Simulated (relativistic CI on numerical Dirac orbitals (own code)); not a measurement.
## Ir²⁺ (5d7) in a crystal field

Calculated by Dirac-Coulomb-Breit CI, orbitals from a KLI potential per configuration, QED by a radiative potential, one configuration in a parametric crystal field, unscaled Slater integrals (own radial code). With so little scaling, terms lie 10 to 35 % too far apart, which can change the order of excited levels.

Field parameters in Wybourne normalisation: D3d B²₀ = −7Dσ, B⁴₀ = −14Dq − 21Dτ, B⁴₃ = −14√(10/7) Dq; D4h B²₀ = −7Ds, B⁴₀ = 21(Dq − Dt), B⁴₄ = 21√(5/14) Dq; Td as Oh with Dq negative (B⁴₀ = 21Dq, B⁴₄ = √(5/14) B⁴₀). The field is a parameter set, without covalency.

S and J are read from ⟨S²⟩ = S(S + 1) and ⟨J²⟩ = J(J + 1) of each level; they are not fictitious spins.

D3d, 10Dq = 25700, Dσ = 640, Dτ = 10 cm⁻¹, the lowest 10 levels:

```
E (cm⁻¹)  Degeneracy  Irrep     S     J
     0.0           2  Γ5+Γ6  0.67  3.90
     148           2     Γ4  0.68  3.93
    7709           2     Γ4  1.48  4.23
    9519           2     Γ4  1.45  3.87
    9912           2  Γ5+Γ6  1.45  3.90
   14002           2     Γ4  1.47  3.06
   15227           2     Γ4  1.43  3.32
   15241           2  Γ5+Γ6  1.41  3.43
   22297           2  Γ5+Γ6  0.64  4.00
   22415           2     Γ4  0.65  3.95
```

Principal g values of the ground doublet: 0.00, 0.00, 2.47.

D4h, 10Dq = 11500, Ds = 2160, Dt = -360 cm⁻¹, the lowest 16 levels:

```csv
E (cm⁻¹),Degeneracy,Irrep,S,J
0.0,2,Γ6,1.34,3.94
2250,2,Γ7,1.47,3.89
4853,2,Γ6,1.17,4.26
7059,2,Γ7,1.18,3.89
7930,2,Γ6,1.33,4.11
11121,2,Γ7,1.39,3.37
12279,2,Γ6,1.23,3.85
14835,2,Γ7,1.14,3.31
15734,2,Γ6,1.00,3.95
16020,2,Γ7,1.01,3.90
17280,2,Γ6,1.10,3.28
18501,2,Γ6,1.10,3.69
19017,2,Γ7,1.20,3.05
20420,2,Γ6,1.28,3.53
21498,2,Γ7,1.25,3.30
21779,2,Γ6,1.15,3.25
```

Principal g values of the ground doublet: 1.90, 5.13, 5.13.

Td, 10Dq = -4700 cm⁻¹, the lowest 16 levels:

```tsv
E (cm⁻¹)	Degeneracy	Irrep	S	J
0.0	4	Γ8	1.45	4.36
3017	4	Γ8	1.39	4.43
4054	2	Γ6	1.38	4.43
8512	4	Γ8	1.43	3.19
9240	2	Γ7	1.48	3.39
9362	2	Γ6	1.47	3.55
11810	4	Γ8	1.40	2.82
12500	2	Γ7	1.34	2.65
13714	4	Γ8	1.20	2.06
17272	4	Γ8	1.23	1.95
17336	2	Γ6	0.70	4.43
17365	4	Γ8	0.73	4.39
19359	4	Γ8	1.30	2.95
20610	2	Γ7	1.47	2.61
20894	4	Γ8	0.73	4.25
22429	2	Γ6	1.23	1.03
```

D3d, 10Dq = 18400, Dσ = 830, Dτ = -20 cm⁻¹, the lowest 16 levels:

| E (cm⁻¹) | Degeneracy | Irrep | S | J |
| --- | --- | --- | --- | --- |
| 0.0 | 2 | Γ5+Γ6 | 0.90 | 3.85 |
| 25.3 | 2 | Γ4 | 0.98 | 3.91 |
| 1938 | 2 | Γ4 | 1.47 | 4.29 |
| 4100 | 2 | Γ4 | 1.40 | 3.89 |
| 4231 | 2 | Γ5+Γ6 | 1.42 | 3.97 |
| 8631 | 2 | Γ4 | 1.47 | 3.05 |
| 10541 | 2 | Γ4 | 1.27 | 3.72 |
| 10588 | 2 | Γ5+Γ6 | 1.28 | 3.70 |
| 15641 | 2 | Γ4 | 0.86 | 3.75 |
| 15679 | 2 | Γ5+Γ6 | 0.82 | 3.77 |
| 19552 | 2 | Γ4 | 0.87 | 3.59 |
| 19821 | 2 | Γ4 | 0.84 | 4.15 |
| 19871 | 2 | Γ5+Γ6 | 0.75 | 4.10 |
| 20591 | 2 | Γ4 | 0.95 | 4.08 |
| 22714 | 2 | Γ4 | 0.91 | 3.00 |
| 22721 | 2 | Γ5+Γ6 | 1.19 | 3.43 |

Principal g values of the ground doublet: 0.00, 0.00, 2.35.

Td, 10Dq = -19450 cm⁻¹, the lowest 10 levels:

```json
{"E (cm⁻¹)": "0.0", "Degeneracy": "4", "Irrep": "Γ8", "S": "1.47", "J": "3.87"}
{"E (cm⁻¹)": "12318", "Degeneracy": "4", "Irrep": "Γ8", "S": "0.93", "J": "4.25"}
{"E (cm⁻¹)": "14397", "Degeneracy": "2", "Irrep": "Γ6", "S": "0.84", "J": "4.09"}
{"E (cm⁻¹)": "16229", "Degeneracy": "4", "Irrep": "Γ8", "S": "0.78", "J": "3.38"}
{"E (cm⁻¹)": "20957", "Degeneracy": "2", "Irrep": "Γ7", "S": "1.08", "J": "3.34"}
{"E (cm⁻¹)": "21290", "Degeneracy": "4", "Irrep": "Γ8", "S": "1.24", "J": "3.43"}
{"E (cm⁻¹)": "21480", "Degeneracy": "2", "Irrep": "Γ6", "S": "1.33", "J": "3.77"}
{"E (cm⁻¹)": "22253", "Degeneracy": "4", "Irrep": "Γ8", "S": "1.26", "J": "4.07"}
{"E (cm⁻¹)": "22772", "Degeneracy": "2", "Irrep": "Γ7", "S": "1.30", "J": "3.44"}
{"E (cm⁻¹)": "25152", "Degeneracy": "4", "Irrep": "Γ8", "S": "1.03", "J": "3.51"}
```

The free-ion ground term has S = 3/2. The field overcomes the spin-pairing energy for D3d, 10Dq = 25700, Dσ = 640, Dτ = 10 cm⁻¹, where the ground state has lower spin; these fields are assumed values.

Levels of this model without a field, named by their leading LS term: ⁴F9/2 0, ⁴F7/2 6619, ⁴F5/2 9119, ⁴F3/2 10216, ⁴P3/2 14522, ⁴P5/2 16507, ²G9/2 16972, ⁴P1/2 19631 cm⁻¹.
